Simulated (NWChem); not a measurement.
System: C$_{4}$H$_{4}$N, doublet; SMILES [N]1C=CC=C1

Input file for NWChem:

```
start job
memory heap 200 mb stack 900 mb global 1100 mb
geometry units angstroms noautosym nocenter noautoz
  C      0.688982     0.979917    -0.013661
  C      1.065936    -0.438201    -0.020837
  N     -0.002549    -1.264665    -0.000029
  C     -1.067741    -0.434031     0.020799
  C     -0.685143     0.982652     0.013672
  H      1.372391     1.837948    -0.025108
  H      2.092418    -0.839166    -0.042766
  H     -2.095845    -0.830870     0.042747
  H     -1.365168     1.843398     0.025161
end
basis spherical
  C library def2-svp
  N library def2-svp
  H library def2-svp
end
dft
  odft
  mult 2
  xc b3lyp
  iterations 150
end
cosmo
  do_cosmo_smd true
  solvent hexane
end
task dft energy
```

Output (shortened):

```
             Northwest Computational Chemistry Package (NWChem) 7.3.0
             --------------------------------------------------------

                             Geometry "geometry" -> ""
                             -------------------------

 Output coordinates in angstroms (scale by  1.889725989 to convert to a.u.)

  No.       Tag          Charge          X              Y              Z
 ---- ---------------- ---------- -------------- -------------- --------------
    1 C                    6.0000     0.68898200     0.97991700    -0.01366100
    2 C                    6.0000     1.06593600    -0.43820100    -0.02083700
    3 N                    7.0000    -0.00254900    -1.26466500    -0.00002900
    4 C                    6.0000    -1.06774100    -0.43403100     0.02079900
    5 C                    6.0000    -0.68514300     0.98265200     0.01367200
    6 H                    1.0000     1.37239100     1.83794800    -0.02510800
    7 H                    1.0000     2.09241800    -0.83916600    -0.04276600
    8 H                    1.0000    -2.09584500    -0.83087000     0.04274700
    9 H                    1.0000    -1.36516800     1.84339800     0.02516100

 Effective nuclear repulsion energy (a.u.)     149.8018417222

                                 NWChem DFT Module
                                 -----------------

 Summary of "ao basis" -> "ao basis" (spherical)
 ------------------------------------------------------------------------------
       Tag                 Description            Shells   Functions and Types
 ---------------- ------------------------------  ------  ---------------------
 C                          def2-svp                 6       14   3s2p1d
 N                          def2-svp                 6       14   3s2p1d
 H                          def2-svp                 3        5   2s1p

 in cosmo_initialize ...
 calling solv_data for solv:hexane

 solvent parameters
 solvname_short: hexane
 solvname_long:  n-hexane
 dielec:        1.8819
 dielecinf:     1.8903
 nonaqueous SMD model solvent descriptors
 dielec:        1.8819
 sola:          0.0000
 solb:          0.0000
 solc:          0.0000
 solg:         25.7500
 solh:          0.0000
 soln:          1.3749

          ---------------
          -cosmo- solvent
          ---------------
 Cosmo: York-Karplus, doi: 10.1021/jp992097l
 dielectric constant -eps-     =   1.88
 screen = (eps-1)/(eps    )    =   0.46862
 surface charge correction     = lagrangian

   van der Waals surface
 --------------------------

[...]

                                COSMO-SMD solvation results
                                ---------------------------

             internal energy in gas <Psi(g)|H|Psi(g)> =      -209.357456123655
         internal energy in solvent <Psi(s)|H|Psi(s)> =      -209.357176711070
                               delta internal energy  =         0.000279412585 (    0.18 kcal/mol)
   total free energy in solvent <Psi(s)|H+V/2|Psi(s)> =      -209.361327398349
 polarization energy contribution <Psi(s)|V/2|Psi(s)> =        -0.004150687279 (   -2.60 kcal/mol)
    total free energy in solvent including G(SMD-CDS) =      -209.364265806532
                       G(SMD-CDS) energy contribution =        -0.002938408183 (   -1.84 kcal/mol)
     1 M fixed-concentration free energy of solvation =        -0.006809682877 (   -4.27 kcal/mol)

                    DFT Final Alpha Molecular Orbital Analysis
                    ------------------------------------------

 Vector   16  Occ=1.000000D+00  E=-2.771656D-01
              MO Center= -2.4D-03, -1.2D+00, -2.4D-05, r^2= 1.7D+00
   Bfn.  Coefficient  Atom+Function         Bfn.  Coefficient  Atom+Function
  ----- ------------  ---------------      ----- ------------  ---------------
    33      0.498265  3 N  py                36     -0.356936  3 N  py
    31      0.281386  3 N  s                 30      0.223958  3 N  s
    19      0.157953  2 C  py                47      0.158241  4 C  py
     5     -0.151354  1 C  py                61     -0.151161  5 C  py
     3      0.129228  1 C  s                 59      0.129232  5 C  s

 Vector   17  Occ=1.000000D+00  E=-2.615062D-01
              MO Center=  4.6D-04,  2.6D-01, -7.6D-06, r^2= 2.4D+00
   Bfn.  Coefficient  Atom+Function         Bfn.  Coefficient  Atom+Function
  ----- ------------  ---------------      ----- ------------  ---------------
     6      0.348832  1 C  pz                62      0.348776  5 C  pz
    34      0.340028  3 N  pz                37     -0.253819  3 N  pz
     9      0.252276  1 C  pz                65      0.252235  5 C  pz
    20     -0.097709  2 C  pz                48     -0.097957  4 C  pz
    23     -0.085515  2 C  pz                51     -0.085686  4 C  pz

 Vector   18  Occ=1.000000D+00  E=-2.501811D-01
              MO Center= -3.5D-04, -1.6D-01, -1.8D-05, r^2= 2.4D+00
   Bfn.  Coefficient  Atom+Function         Bfn.  Coefficient  Atom+Function
  ----- ------------  ---------------      ----- ------------  ---------------
    20      0.414300  2 C  pz                48     -0.414223  4 C  pz
    23      0.305339  2 C  pz                51     -0.305277  4 C  pz
     6      0.189334  1 C  pz                62     -0.189538  5 C  pz
     9      0.148388  1 C  pz                65     -0.148545  5 C  pz

 Vector   19  Occ=0.000000D+00  E= 2.709290D-02
              MO Center= -2.1D-03, -6.3D-01, -1.1D-05, r^2= 2.3D+00
   Bfn.  Coefficient  Atom+Function         Bfn.  Coefficient  Atom+Function
  ----- ------------  ---------------      ----- ------------  ---------------
    37      0.591034  3 N  pz                34     -0.464644  3 N  pz
    23     -0.453347  2 C  pz                51     -0.453934  4 C  pz
    20     -0.348590  2 C  pz                48     -0.348992  4 C  pz
    65      0.191490  5 C  pz                 9      0.190441  1 C  pz
     6      0.139463  1 C  pz                62      0.140128  5 C  pz

 Vector   20  Occ=0.000000D+00  E= 3.229735D-02
              MO Center=  2.2D-03,  7.0D-01, -2.1D-05, r^2= 2.6D+00
   Bfn.  Coefficient  Atom+Function         Bfn.  Coefficient  Atom+Function
  ----- ------------  ---------------      ----- ------------  ---------------
     9      0.675700  1 C  pz                65     -0.675337  5 C  pz
     6      0.415368  1 C  pz                62     -0.415117  5 C  pz
    23     -0.345380  2 C  pz                51      0.344614  4 C  pz
    20     -0.238111  2 C  pz                48      0.237547  4 C  pz

 Vector   21  Occ=0.000000D+00  E= 7.653364D-02
              MO Center=  1.3D-03,  7.2D-01,  1.8D-05, r^2= 8.4D+00
   Bfn.  Coefficient  Atom+Function         Bfn.  Coefficient  Atom+Function
  ----- ------------  ---------------      ----- ------------  ---------------
    72      1.049719  6 H  s                 87      1.049855  9 H  s
    77      0.952646  7 H  s                 82      0.952618  8 H  s
    17     -0.732367  2 C  s                 45     -0.732356  4 C  s
     3     -0.677250  1 C  s                 59     -0.677376  5 C  s
     8     -0.340382  1 C  py                64     -0.341353  5 C  py

                     DFT Final Beta Molecular Orbital Analysis
                     -----------------------------------------

 Vector   15  Occ=1.000000D+00  E=-3.875956D-01
              MO Center=  3.8D-04,  2.5D-01, -3.1D-06, r^2= 3.2D+00
   Bfn.  Coefficient  Atom+Function         Bfn.  Coefficient  Atom+Function
  ----- ------------  ---------------      ----- ------------  ---------------
     5      0.264781  1 C  py                61     -0.264881  5 C  py
    18      0.227517  2 C  px                46      0.228354  4 C  px
    76      0.207256  7 H  s                 81     -0.207264  8 H  s
    19     -0.205392  2 C  py                47      0.204510  4 C  py
    71      0.188610  6 H  s                 86     -0.188602  9 H  s

 Vector   16  Occ=1.000000D+00  E=-2.786387D-01
              MO Center= -2.4D-03, -1.2D+00, -2.4D-05, r^2= 1.7D+00
   Bfn.  Coefficient  Atom+Function         Bfn.  Coefficient  Atom+Function
  ----- ------------  ---------------      ----- ------------  ---------------
    33      0.501780  3 N  py                36     -0.355705  3 N  py
    31      0.274377  3 N  s                 30      0.215916  3 N  s
    19      0.159282  2 C  py                47      0.159566  4 C  py
     5     -0.153328  1 C  py                61     -0.153128  5 C  py
     3      0.125364  1 C  s                 59      0.125358  5 C  s

[...]
```

Level: B3LYP/def2-SVP, spin-unrestricted, SMD on the gas-phase geometry. Structure relaxed at the PBE-D3(BJ)/def2-SVP, spin-unrestricted level. No stability test was run on the SCF state. B3LYP is NWChem's, with the RPA form of VWN correlation. Solvent: n-hexane.
